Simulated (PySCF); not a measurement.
phosphoric acid cation (H₃O₄P), SMILES O=P(O)(O)O (connectivity only; charge and spin as stated), charge +1, multiplicity 2. Atoms are numbered in the order given.

```xyz
8

O      0.8284     0.1057     1.3234
P      0.0309     0.0209    -0.0125
O      1.0579    -0.2889    -1.1749
O     -0.9539    -1.2030    -0.1425
O     -0.8131     1.3276    -0.1189
H      0.5928     0.7764     1.9977
H     -0.6261    -2.1188    -0.0101
H     -1.3843     1.4974    -0.8961
```
Charge +1, spin multiplicity 2.

Geometry: TPSSh-D3(BJ)/def2-SVP. The spin state was assumed, not searched. One conformer was computed; it need not be the lowest.

The numbers are results of B3LYP/pcH-1 (PySCF), not measurements.

Unrestricted Kohn–Sham, ⟨S²⟩ = 0.754. Hyperfine tensors hold the contact and dipolar terms, without spin-orbit corrections.

Computed hyperfine couplings:
```csv
nucleus,A(iso) (MHz),A(iso) (G),dipolar principal values (MHz)
17O no. 1,-2.0,-0.7,"-12.3, 5.7, 6.5"
31P no. 2,-115.7,-41.3,"-6.0, 1.7, 4.3"
17O no. 3,-37.7,-13.4,"-263.3, 130.0, 133.3"
17O no. 4,-4.4,-1.6,"-48.4, 23.8, 24.5"
17O no. 5,1.3,0.5,"-2.9, 1.0, 1.9"
1H no. 6,-2.4,-0.9,"-4.0, -2.1, 6.1"
1H no. 7,-9.2,-3.3,"-12.1, -2.0, 14.2"
1H no. 8,-0.7,-0.3,"-2.4, -1.9, 4.3"
```

Task: And the g tensor (effective nuclear charges for spin-orbit coupling, GIAO)? (Estimate from the structure and the level; the computed values follow.)

Result: principal values 2.0029, 2.0080, 2.0344; isotropic 2.0151.
